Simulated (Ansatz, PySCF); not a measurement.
C3H5ClGe, SMILES ClC=C=[CH][GeH3]. Atoms are numbered in the order given.

```xyz
10

Cl     3.0914     0.0987    -0.7472
C      1.8974    -0.9197     0.0209
C      0.8093    -0.4410     0.5771
C     -0.3044     0.0214     1.0872
Ge    -1.9301     0.2216     0.0243
H      2.1450    -1.9853     0.0013
H     -0.3328     0.3144     2.1477
H     -3.0514    -0.6171     0.6570
H     -2.3557     1.6975     0.0269
H     -1.6397    -0.2555    -1.4011
```
Charge 0, spin multiplicity 1.

The structure is a stationary point at r2SCAN-D4/def2-SVP. The structure was generated by enumeration; whether it is a known compound was not checked.

Two levels are set side by side: PBE-D3(BJ)/def2-SVP (Ansatz, a program for electronic structure) and r2SCAN-D4/def2-SVP (Ansatz). Each level has its own optimised geometry; the coordinates shown are those of the second. Frequencies come from the Hessian of PySCF at each geometry. Differences are taken from unrounded values.

| quantity | r2SCAN-D4 |
|---|---|
| mean bond length (Å) | 1.458 |
| bond Cl1–C2 (Å) | 1.747 |
| bond C2–C3 (Å) | 1.312 |
| bond C3–C4 (Å) | 1.309 |
| bond C4–Ge5 (Å) | 1.953 |
| bond C2–H6 (Å) | 1.094 |
| bond C4–H7 (Å) | 1.101 |
| bond Ge5–H8 (Å) | 1.537 |
| bond Ge5–H9 (Å) | 1.536 |
| bond Ge5–H10 (Å) | 1.531 |
| highest harmonic wavenumber (cm⁻¹) | 3198 |
| mean harmonic wavenumber (cm⁻¹) | 1108 |
| zero-point energy (kcal/mol) | 38.00 |

What does PBE-D3(BJ) give, and how far is it from r2SCAN-D4? (The exact figures need the calculation; the answer reports its results.)


| quantity | PBE-D3(BJ) | PBE-D3(BJ) minus r2SCAN-D4 |
|---|---|---|
| mean bond length (Å) | 1.468 | 0.010 |
| bond Cl1–C2 (Å) | 1.751 | 0.003 |
| bond C2–C3 (Å) | 1.319 | 0.007 |
| bond C3–C4 (Å) | 1.315 | 0.006 |
| bond C4–Ge5 (Å) | 1.965 | 0.012 |
| bond C2–H6 (Å) | 1.102 | 0.007 |
| bond C4–H7 (Å) | 1.107 | 0.007 |
| bond Ge5–H8 (Å) | 1.552 | 0.015 |
| bond Ge5–H9 (Å) | 1.552 | 0.015 |
| bond Ge5–H10 (Å) | 1.546 | 0.015 |
| highest harmonic wavenumber (cm⁻¹) | 3124 | -74 |
| mean harmonic wavenumber (cm⁻¹) | 1076 | -32 |
| zero-point energy (kcal/mol) | 36.90 | -1.10 |
